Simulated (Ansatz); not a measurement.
Gas-phase reaction R1 → P1 + P2, each structure at its B3LYP-D3(BJ)/def2-TZVP stationary point, reached from a drawn start (curvature not checked).
R1, F4W (SMILES [F][W]([F])([F])[F]) (charge 0, multiplicity 3, Z-matrix in Å and degrees):
```
W
F 1 1.8647
F 1 1.8647 2 104.92
F 1 1.8873 2 116.98 3 131.48
F 1 1.8873 2 116.96 3 -131.49
```
P1, F3W (SMILES [F][W]([F])[F]) (charge 0, multiplicity 4):
```tsv
atom	x (Å)	y (Å)	z (Å)
W	0.0000	0.0000	0.0000
F	1.8777	-0.0101	-0.0101
F	-0.9301	1.6312	-0.0013
F	-0.9475	-1.6212	0.0114
```
P2: F atom, charge 0, multiplicity 2.

P less R. No zero-point or thermal terms; open shells are unrestricted; no spin–orbit coupling. The spin states of the d-block species are the ones drawn and need not be the lowest.

Run with Ansatz (a first-principles code) with Gaussian orbitals. Each number belongs to the level named beside it. Elements past Kr take the def2 small-core potentials, without spin–orbit coupling.

### Question
One of these levels gives 111.33 kcal/mol for the reaction energy. Which one is it?
A. SVWN5/def2-TZVPP
B. B3LYP/def2-TZVPP
C. HF/def2-SVP

### Answer
B, B3LYP/def2-TZVPP. The others give 59.06 (HF/def2-SVP), 140.66 (SVWN5/def2-TZVPP)
